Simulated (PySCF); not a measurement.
Isomers of C6H15BN2, mass 126.133 u with the commonest isotopes. Theory: PySCF 2.14.0, PBE0-D3(BJ)/def2-SVP geometry optimisation, gas phase. One conformer each, none proved a minimum here; rigid rotors.

Question: Order these by rotational constant A, smallest first.
A. `[CH3:1][CH:2]([CH3:3])[N:4]([BH:5][NH2:6])[CH:7]1[CH2:8][CH2:9]1` with C1–C2–N4–B5 -60°, C2–N4–B5–N6 -169°, C2–N4–C7–C8 -62°
B. `[CH3:1][NH2+:2][B@-:3]([CH3:4])([C:5]#[N:6])[CH:7]([CH3:8])[CH3:9]` with C1–N2–B3–C4 60°, N2–B3–C7–C8 -68°
C. `[H]/[N:9]=[CH:8]/[C@H:7]1[N+:2]([CH3:1])([CH3:3])[BH2-:4][CH2:5][CH2:6]1` with C6–C7–C8–N9 -140°, C1–N2–B4–C5 -159°, N2–B4–C5–C6 23°, B4–C5–C6–C7 2°, C5–C6–C7–C8 -155°

Answer: B (1727 MHz), A (1956 MHz), C (2254 MHz).

Question: Order these by dipole moment, smallest first.
A. `[CH3:1][NH2+:2][B@-:3]([CH3:4])([C:5]#[N:6])[CH:7]([CH3:8])[CH3:9]` with C1–N2–B3–C4 60°, N2–B3–C7–C8 -68°
B. `[CH3:1][CH:2]([CH3:3])[N:4]([BH:5][NH2:6])[CH:7]1[CH2:8][CH2:9]1` with C1–C2–N4–B5 -60°, C2–N4–B5–N6 -169°, C2–N4–C7–C8 -62°
C. `[H]/[N:9]=[CH:8]/[C@H:7]1[N+:2]([CH3:1])([CH3:3])[BH2-:4][CH2:5][CH2:6]1` with C6–C7–C8–N9 -140°, C1–N2–B4–C5 -159°, N2–B4–C5–C6 23°, B4–C5–C6–C7 2°, C5–C6–C7–C8 -155°

Answer: B (1.29 D), C (4.84 D), A (6.41 D).

Question: Order these by rotational constant C, largest first.
A. `[CH3:1][CH:2]([CH3:3])[N:4]([BH:5][NH2:6])[CH:7]1[CH2:8][CH2:9]1` with C1–C2–N4–B5 -60°, C2–N4–B5–N6 -169°, C2–N4–C7–C8 -62°
B. `[H]/[N:9]=[CH:8]/[C@H:7]1[N+:2]([CH3:1])([CH3:3])[BH2-:4][CH2:5][CH2:6]1` with C6–C7–C8–N9 -140°, C1–N2–B4–C5 -159°, N2–B4–C5–C6 23°, B4–C5–C6–C7 2°, C5–C6–C7–C8 -155°
C. `[CH3:1][NH2+:2][B@-:3]([CH3:4])([C:5]#[N:6])[CH:7]([CH3:8])[CH3:9]` with C1–N2–B3–C4 60°, N2–B3–C7–C8 -68°

Answer: B (1128 MHz), C (1061 MHz), A (974.4 MHz).

```tsv
SMILES	point group	Ia (u·Å²)	Ib (u·Å²)	Ic (u·Å²)	κ	μa (D)	μb (D)	μc (D)
[H]/N=C/[C@@H]1CC[BH2-][N+]1(C)C	C1	224.16	348.43	447.94	-0.43	3.64	0.21	3.17
CC(C)N(BN)C1CC1	C1	258.41	389.70	518.65	-0.34	1.17	0.23	0.48
C[NH2+][B@-](C)(C#N)C(C)C	C1	292.67	404.24	476.19	-0.43	1.09	5.34	3.38
```
